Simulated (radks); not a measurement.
Species: the molybdenum ion Mo4+. Configuration: [Kr] 4d2.

Method: Dirac Kohn-Sham, BLYP, spin-unpolarised, spherical densities, finite nucleus; open shells fill j = l - 1/2 first; Fermi nuclear charge, rms radius 4.4091 fm; computed with a radial shooting solver on a logarithmic mesh with Libxc functionals.

Energy parts (hartree):
part                       energy
total                 -4046.44496
kinetic                4196.18777
electron-nucleus      -9708.81702
Hartree                1588.96055
exchange-correlation   -122.77626

Orbitals (lengths in bohr, moments of r in powers of bohr; r(90%) holds 90 % of the orbital's charge):
orbital  occ.  eigenvalue (hartree)  r(90%)      <r^4>   <1/r>
1s1/2       2             -730.0228  0.0630  7.207e-06   43.55
2s1/2       2             -104.6355   0.237   0.001333   9.912
2p1/2       2             -96.41573   0.214  0.0008855   9.890
2p3/2       4             -92.49759   0.220  0.0009915   9.417
3s1/2       2             -19.27961   0.634    0.06882   3.391
3p1/2       2             -16.15286   0.641    0.07127   3.291
3p3/2       4             -15.50716   0.656    0.07832   3.176
3d3/2       4              -9.97781   0.661    0.08165   2.989
3d5/2       6              -9.85544   0.666    0.08418   2.959
4s1/2       2              -4.07963    1.58      2.655   1.260
4p1/2       2              -3.16841    1.73      3.822   1.149
4p3/2       4              -3.06964    1.77      4.172   1.117
4d3/2       2              -1.70242    2.32      12.18  0.8627
4d5/2       0              -1.69054    2.34      12.49  0.8561

The highest occupied level is 4d3/2 at -46.325 eV. Summed over all electrons, <r^2> = 21.77 bohr^2, which gives a Langevin (diamagnetic) susceptibility term of -17.2 x 10^-6 cm^3/mol. The density falls to 0.001 e/bohr^3 at r = 3.05 bohr. The electron density at the nucleus is 9.089e+04 e/bohr^3. For comparison, the ionisation energy in NIST's Atomic Spectra Database is 54.42 eV (semi-empirical). In exact Kohn-Sham theory the highest level is minus the ionisation energy, but local and semilocal functionals leave it too shallow, through self-interaction and a potential that decays too fast; potentials with the right tail come closer.

Beside tabulated values, note that spin-unpolarised runs miss the spin-polarisation part of the exchange energy of open shells.
